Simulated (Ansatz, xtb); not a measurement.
**Isomers of BFH2OSi in order of energy**

9 gas-phase structures of BFH2OSi, found in a search over its isomers (lower ones may exist). Each was relaxed with GFN2-xTB; where two conformers were screened, the lower at r2SCAN-D4/def2-SVP is listed:

A. `F[Si@@H]1BO1`, a singlet
B. `B[Si](=O)F`, a singlet
C. `O=B[SiH2]F`, a singlet
D. a singlet given by its coordinates
E. a singlet given by its coordinates
F. `FBO[SiH]`, a singlet
G. `O=[Si+][BH2-]F`, a singlet
H. `BO[Si]F`, a singlet
I. `O=[SiH]BF`, a singlet

E (Å):

```tsv
atom	x (Å)	y (Å)	z (Å)
B	-0.2810	-0.9722	-3.6675
F	0.5652	-0.0852	-0.2406
O	-0.3756	-1.0421	-2.4256
Si	-0.5022	-1.1344	-0.8100
H	-0.0665	-2.4562	-0.4108
H	-1.8187	-0.6541	-0.4431
```

Close contacts (Å): B1–O3 1.25, F2–Si4 1.60, O3–Si4 1.62, Si4–H5 1.45, Si4–H6 1.45.

D (Å):

```yaml
atoms:
  - { symbol: B, position_ang: [0.4934, 0.0729, 0.4271] }
  - { symbol: F, position_ang: [-0.1357, 1.2445, 0.8319] }
  - { symbol: O, position_ang: [-0.4216, -0.4359, -0.7064] }
  - { symbol: Si, position_ang: [-1.6271, -0.3667, -1.6241] }
  - { symbol: H, position_ang: [1.5528, 0.2881, -0.0757] }
  - { symbol: H, position_ang: [0.4636, -0.7639, 1.2758] }
```

Close contacts (Å): B1–F2 1.39, B1–O3 1.54, O3–Si4 1.52, B1–H5 1.19, B1–H6 1.19.

Estimate their order in r2SCAN-D4/def2-SVP energy at these geometries, lowest first.

Calculated order at r2SCAN-D4/def2-SVP: C (0.0), H (1.9), F (6.4), A (16.3), E (22.6), D (33.1), B (48.6), I (49.7), G (55.2) kcal/mol.

Energies above the lowest of each column, in kcal/mol; the last columns are at B3LYP-D3(BJ)/def2-SVP geometries and were run for some of them only (a dash: not run or not comparable):

| structure | GFN2-xTB | HF/STO-3G | r2SCAN-D4/def2-SVP | B3LYP-D3(BJ)/def2-SVP | CCSD(T)/def2-TZVPP |
| --- | --- | --- | --- | --- | --- |
| C | 2.4 | 9.5 | 0.0 | 0.8 | 0.8 |
| H | 0.0 | 8.9 | 1.9 | 0.0 | 0.0 |
| F | 9.8 | 0.0 | 6.4 | 4.1 | 9.8 |
| A | 24.4 | 51.0 | 16.3 | 20.5 | – |
| E | 25.9 | 49.4 | 22.6 | – | – |
| D | 19.7 | 27.1 | 33.1 | – | – |
| B | 15.8 | 109.1 | 48.6 | – | – |
| I | 21.7 | 78.8 | 49.7 | – | – |
| G | 18.6 | 85.0 | 55.2 | – | – |

CCSD(T)/def2-TZVPP puts H lowest of those it was run on, with C within 1 kcal/mol; HF/STO-3G picks F. CCSD(T)/def2-TZVPP orders those it was run on as H (0.0), C (0.8), F (9.8) kcal/mol. Less than 1 kcal/mol parts H and C, so the order within that pair means little. Some further structures that were screened fall inside this span and aren't listed. Flexible structures stand in one conformer each, not always the lowest. Frequencies (B3LYP-D3(BJ)/def2-SVP) were run for C, F, H alone.

Over these structures GFN2-xTB departs from r2SCAN-D4/def2-SVP by 15.2 kcal/mol on average once a common shift is removed. A GFN2-xTB relaxation took about 0.054 s and the r2SCAN-D4/def2-SVP energy about 0.8 s on a shared host (Ansatz 0.2.0, xtb 6.7.1).
